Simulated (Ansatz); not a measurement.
Abridged output of a molecular run in Ansatz:

```
Functional definition: HF
1279 factors; integrals over basis functions are off by at most 1.2e-3 eV
mean field evaluation 1: about -69414.0720 eV, gradient 2.6e1 eV
mean field evaluation 2: about -69414.0814 eV, gradient 2.6e1 eV
mean field evaluation 4: about -69416.2945 eV, gradient 2.6e0 eV
mean field evaluation 8: about -69416.3287 eV, gradient 3.3e-4 eV
mean field -69416.32870833 eV, -2551.0030279537 hartree, gradient 2.7e-6 eV, S^2 0.000000; 0 other end points of the search recorded, 0 dependent functions left out
19 core orbitals not correlated: weight in the atoms' cores, before any rotation towards them, 1.000 or more for the frozen orbitals, at most 0.000 for the correlated occupied ones
reference -69416.32870833 eV, -2551.0030279537 hartree; 21, 21 occupied and 80, 80 virtual orbitals, 1279 factors
second order -15.87473288 eV of doubles, -0.00000000 eV of singles
cycle   1  -16.40343218 eV  change   -5.3e-1 eV  update   1.1e-1
cycle   2  -17.01695358 eV  change   -6.1e-1 eV  update   3.7e-2
cycle   3  -17.10537319 eV  change   -8.8e-2 eV  update   1.7e-2
cycle   4  -17.10226570 eV  change    3.1e-3 eV  update   4.4e-3
cycle   5  -17.10113805 eV  change    1.1e-3 eV  update   1.6e-3
cycle   6  -17.10058026 eV  change    5.6e-4 eV  update   5.5e-4
cycle   7  -17.10049298 eV  change    8.7e-5 eV  update   2.1e-4
cycle   8  -17.10051814 eV  change   -2.5e-5 eV  update   7.1e-5
cycle   9  -17.10053275 eV  change   -1.5e-5 eV  update   2.6e-5
perturbative correction -0.56572596 eV, -0.0207900455 hartree
Total energy: -69433.99496704 eV, -2551.6522509866 hartree
```

Its atoms:

```xyz
10

C     0.352    0.075    1.507
In   -2.133   -0.219   -2.185
Ga    0.316    0.705   -0.364
S     0.409   -1.199   -1.819
H    -0.427   -0.667    1.692
H     1.319   -0.376    1.737
H     0.194    0.910    2.194
H    -1.273    1.132   -0.795
H     1.276    1.749   -1.035
H    -0.034   -2.108   -0.933
```

Task: Which basis set was used?
A. def2-TZVPP
B. def2-QZVPP
C. def2-TZVPPD
D. def2-SVP

Result: D. It gives 120 functions.

Task: Write the keys of the input that set method, charge and spin (a neutral closed shell needs none for the last two).

Result: 
```yaml
correlation: {method: ccsd_t}
```
